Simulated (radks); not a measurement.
All-electron atom: Rb IV in [Ar] 3d10 4s2 4p3 7p1 (not the ground configuration). All-electron calculation, scalar-relativistic Kohn-Sham, PBE, spin-polarised, spherical densities, finite nucleus; open shells are filled with parallel spins first (spin-orbit coupling, left out, can overturn this in heavy ions); Fermi nuclear charge, rms radius 4.2036 fm. Program: a radial shooting solver on a logarithmic mesh with Libxc functionals.

Radial electron density D(r) = 4 pi r^2 rho(r):

r (bohr),D(r) (e/bohr),spin D(r)
0.007695,16.53,-0.0000550
0.0106,24.72,0.000638
0.01448,33.91,0.00301
0.01994,42.28,0.0102
0.02724,46.12,0.0280
0.03751,43.76,0.0682
0.05165,38.83,0.140
0.07057,40.20,0.225
0.09718,50.33,0.253
0.1328,55.32,0.135
0.1828,43.59,-0.0169
0.2498,31.85,0.167
0.344,36.49,0.589
0.4699,37.49,0.397
0.6471,21.80,-0.0194
0.8841,8.894,0.961
1.218,5.525,2.51
1.663,3.351,2.09
2.291,0.9219,0.674
3.129,0.1054,0.0893
4.309,0.03400,0.0338
5.887,0.05666,0.0567
8.108,0.04780,0.0478
11.08,0.1720,0.172
15.25,0.01490,0.0149

D(r) has 5 maxima, at r = 0.0283, 0.126, 0.413, 5.22, 10.3 bohr, and minima at 0.0582, 0.264, 3.82 bohr, inside which lie 2.06, 11.07, 33.06 electrons.
